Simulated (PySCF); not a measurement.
Gas-phase reaction: GeHCl3 + HCl → GeH2 + 4 Cl

Energies from PySCF (xtb for GFN2), thermal terms from the rigid-rotor harmonic-oscillator model, ideal gas at 1 bar. † marks an energy on the PBE0/def2-TZVP geometry and frequencies; other levels use their own. 6-31G* has spherical d functions here. Open shells (unrestricted): Cl (multiplicity 2); the rest are closed-shell singlets. GFN2 has no spin-polarisation term. Spin-orbit splitting is ignored; it lowers the true energy and changes the entropy of Cl. B3LYP is the form with VWN-RPA correlation. Ge: all electrons, no relativistic terms. GeH2: computed as isolated molecules; such fragments, hydroxides, amides, oligomers or adducts are transient or little studied in the gas.

```csv
level,"ΔH°(298 K), kJ"
B3LYP/6-31G*,1083
GFN2-xTB,[?]
HF/def2-TZVP†,882
PBE/def2-TZVP†,1217
PBE0/def2-QZVP†,[?]
```

**Question.** What belongs in the gaps?

**Answer.** 
- GFN2-xTB, ΔH°(298 K), kJ: 1135
- PBE0/def2-QZVP†, ΔH°(298 K), kJ: 1203
